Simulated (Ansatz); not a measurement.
Geometry optimisation, RKS revPBE-D4/def2-SVP (Ansatz).

input.yaml

```yaml
crystal:
  periodic: [false, false, false]
  atoms:
    - { symbol: Al, position_ang: [0.0032, 0.0692, -0.0374] }
    - { symbol: H, position_ang: [1.233, -1.5135, 0.0254] }
    - { symbol: C, position_ang: [-0.9356, -0.0795, -1.7661] }
    - { symbol: C, position_ang: [0.8265, 1.2793, 1.2856] }
    - { symbol: H, position_ang: [0.5249, -1.9118, 0.5694] }
    - { symbol: Br, position_ang: [-1.2287, -1.9219, 1.5214] }
    - { symbol: H, position_ang: [-0.6472, 0.6417, -2.5355] }
    - { symbol: H, position_ang: [-0.7467, -1.0833, -2.1705] }
    - { symbol: H, position_ang: [-2.0219, 0.0013, -1.6413] }
    - { symbol: H, position_ang: [0.0923, 1.904, 1.8074] }
    - { symbol: H, position_ang: [1.3097, 0.66, 2.054] }
    - { symbol: H, position_ang: [1.5904, 1.9543, 0.8876] }
basis:
  gaussian: { orbitals: def2-SVP }
hamiltonian:
  xc: revpbe
  dispersion: d4
relax:
  f_tol: 0.15
  max_steps: 25
  restrain:
    - { distance: [0, 5], at: 2.41, k: 30.0 }
    - { distance: [4, 1], at: 0.62, k: 30.0 }
    - { distance: [0, 1], at: 2.82, k: 30.0 }
    - { distance: [4, 5], at: 2.81, k: 30.0 }
```

Launched with:

```bash
$ ansatz run input.yaml --threads 2 --pin off --max-ram 3072MiB --backend cpu --events-out ev --progress --plain --runs-dir out
```

**Question.** Where does it end, and by what steps?

**Answer.** The forces met the threshold. The restraints hold the end off the free minimum. After 6 steps the energy has fallen by 0.963 eV (the restraints' own energy left out); H2 moved furthest, 0.54 Å. Joined: H2–H5.

```json
{"step": "0", "energy less start (eV)": "0.0000", "largest force component (eV/Å)": "1.183", "accepted": "yes"}
{"step": "1", "energy less start (eV)": "-0.2934", "largest force component (eV/Å)": "1.563", "accepted": "yes"}
{"step": "2", "energy less start (eV)": "-0.4328", "largest force component (eV/Å)": "3.517", "accepted": "yes"}
{"step": "3", "energy less start (eV)": "-0.6967", "largest force component (eV/Å)": "3.849", "accepted": "yes"}
{"step": "4", "energy less start (eV)": "-0.8908", "largest force component (eV/Å)": "2.743", "accepted": "yes"}
{"step": "5", "energy less start (eV)": "-0.9935", "largest force component (eV/Å)": "1.513", "accepted": "yes"}
{"step": "6", "energy less start (eV)": "-0.9627", "largest force component (eV/Å)": "2.186", "accepted": "yes"}
```

```xyz
12
Properties=species:S:1:pos:R:3
Al -0.442 0.018 0.237
H 1.589 -1.922 0.016
C -0.951 -0.025 -1.660
C 0.713 1.252 1.232
H 1.000 -2.061 0.379
Br -1.513 -1.638 1.577
H -0.468 0.773 -2.261
H -0.691 -1.005 -2.111
H -2.052 0.083 -1.768
H 0.094 1.973 1.810
H 1.335 0.708 1.973
H 1.384 1.844 0.576
```

Time of the run: 15 s on 2 threads of Arm Neoverse V2 (shared host), peak memory 0.16 GiB.
